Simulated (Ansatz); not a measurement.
This geometry of FGeH3 + H2S (8 atoms, charge 0, multiplicity 1) is a first-order saddle point.

All numbers below come from RKS B3LYP/def2-SVP in Ansatz.

```xyz
8
Properties=species:S:1:pos:R:3
Ge -0.191 0.066 -0.220
F -0.156 -0.150 1.863
H 1.332 -0.106 -0.001
H -0.428 1.484 -0.765
H -0.651 -1.111 -1.099
S -2.607 0.159 0.859
H -2.829 -1.171 0.739
H -1.260 -0.044 1.848
```

Q: Which two structures does it join? (They come from a converged band through this point; their orientation in space is the band's.)

A: Bonds broken: Ge1–F2, S6–H8. Bonds formed: Ge1–S6, F2–H8. FGeH3 + H2S becomes FH + GeH4S.

First end point:

```xyz
8
Properties=species:S:1:pos:R:3
Ge 0.406 0.073 -0.235
F 0.066 -0.162 1.480
H 1.938 -0.024 -0.356
H -0.120 1.468 -0.605
H -0.303 -1.066 -0.984
S -3.296 0.094 1.161
H -3.402 -1.246 1.013
H -2.080 -0.011 1.750
```

Last end point:

```xyz
8
Properties=species:S:1:pos:R:3
Ge -0.405 -0.089 -0.530
F -0.363 0.691 2.604
H 0.606 -0.935 0.257
H -0.061 1.405 -0.520
H -0.547 -0.612 -1.973
S -2.440 -0.207 0.491
H -2.404 -1.548 0.672
H -1.179 0.421 2.221
```

Q: How far does it lie above each of them?

A: 31.2 kcal/mol above the first and 27.7 kcal/mol above the second. This is the barrier of this one path; another mechanism may lie lower. The orbitals stay closed-shell, which can raise the energy where a bond breaks towards radicals; this wasn't checked here.

Run time: 4.4 min on 2 threads of Arm Neoverse N1, with other jobs on the host, peak memory 0.19 GiB.
